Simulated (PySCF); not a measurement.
# In+: ionisation energy

In+ [Kr] 4d10 5s2 (1S) → In(2+) [Kr] 4d10 5s1 (2S), as a difference of total energies. All numbers are calculated (PySCF 2.14, no relativity, point nucleus, in dyall-av2z). Correlated levels: valence: [Kr] 4d10 frozen; virtual orbitals above 40 to 60 times the deepest correlated orbital energy dropped. The calculations carry no spin-orbit coupling.

```tsv
method	ionisation energy (eV)
UHF	16.262
LDA	18.534
PBE0	17.828
r2SCAN	17.822
M06	18.261
CAM-B3LYP	18.107
MP2 (valence)	16.877
SCS-MP2 (valence)	17.000
```

**Question.** Estimate what PBE gives.

**Answer.** 18.124 eV, closest to CAM-B3LYP among the rows shown.

**Question.** Estimate what HSE06 gives.

**Answer.** 17.874 eV, closest to PBE0 among the rows shown.

These non-relativistic numbers lack the scalar-relativistic shift.

MP2 underrates the near-degeneracy of ns² with np² in the lower species.

For comparison: 18.870 eV (measured; NIST Atomic Spectra Database, ionization energies).
